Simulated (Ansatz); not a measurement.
The same path of BF2H4NO + FH (11 atoms, charge 0, multiplicity 1) was run twice with different band settings.

Computed with Ansatz, RKS PBE0/def2-SVP.

Relaxed end points:

```xyz
11
Properties=species:S:1:pos:R:3
B -0.180 -0.869 0.149
N -0.940 0.443 -0.446
F 0.236 -1.591 -0.945
F -1.099 -1.549 0.912
H 1.429 0.945 0.224
O 0.907 -0.299 0.919
H -0.224 1.166 -0.647
F 1.423 1.728 -0.351
H -1.434 0.194 -1.303
H -1.610 0.813 0.228
H 1.491 -0.984 1.259
```

```xyz
11
Properties=species:S:1:pos:R:3
B -0.202 -0.854 0.203
N -0.877 0.400 -0.592
F -0.471 -1.981 -0.537
F -0.801 -0.880 1.442
H 1.357 1.000 0.395
O 1.202 -0.502 0.242
H -0.359 1.262 -0.336
F 1.122 1.941 0.346
H -0.820 0.262 -1.601
H -1.857 0.489 -0.324
H 1.705 -1.137 0.762
```

Common settings: spring 5.0 eV/Å²; optimiser quadratic models (default); start path through a guess of the saddle point; force threshold 0.05 eV/Å; iteration limit 60; end points relaxed.

| run | movable images | climbing image |
| --- | --- | --- |
| 1 | 5 | yes |
| 2 | 6 | no |

What does each run give, and how far can it be trusted?

Run 1: converged after 19 iterations, highest image 0.021 eV above the first end. A vibrational analysis at the climbing image gives one clearly imaginary mode, 46i cm⁻¹: a first-order saddle point.
Run 2: converged after 13 iterations, highest image 0.025 eV above the first end. No image climbed, so the highest image needn't sit at the top of the path.
